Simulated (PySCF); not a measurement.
Compound: C4H9ClSi.
Numbering: `[Cl:1][SiH:2]1[CH2:3][CH2:4][CH2:5][CH2:6]1`

NICS is the negative of the GIAO shielding at a point without a nucleus: at the ring centre (0) and 1 Å above and below it (1); zz is the component along the ring normal. Level: GIAO PBE0/pcSseg-1 (PySCF, non-relativistic, gas phase) on the GFN2-xTB geometry, one conformer.

Ring bond lengths (Å), with Mayer bond orders in brackets: Si2–C3 1.906 (0.92), C3–C4 1.532 (1.03), C4–C5 1.527 (1.02), C5–C6 1.533 (1.03), C6–Si2 1.907 (0.91).

What do the NICS probes read (ppm)?

```csv
ring,type,NICS(0),"NICS(1), two faces","NICS(1)zz, two faces",rms pucker (Å),"centre to ring atoms, mean (Å)"
Si2–C3–C4–C5–C6,5-membered ring with Si; formal bonds all single,-4.6,-3.5 / -4.4,-1.3 / -3.9,0.20,1.40
```

What do they say, and how far can they be read as aromaticity?

- Si2–C3–C4–C5–C6: mean NICS(1)zz -2.6 ppm, near zero. Si2, C3, C4, C5, C6 have four or more neighbours, so the value isn't read as a sign of a π ring current.

List the ring angles and the Hirshfeld charges of the ring atoms.

- Si2–C3–C4–C5–C6: Si2 93.8° (+0.368 e), C3 104.1° (-0.164 e), C4 108.1° (-0.068 e), C5 108.1° (-0.069 e), C6 104.4° (-0.165 e); sum 518.5° against 540° for a flat convex ring.
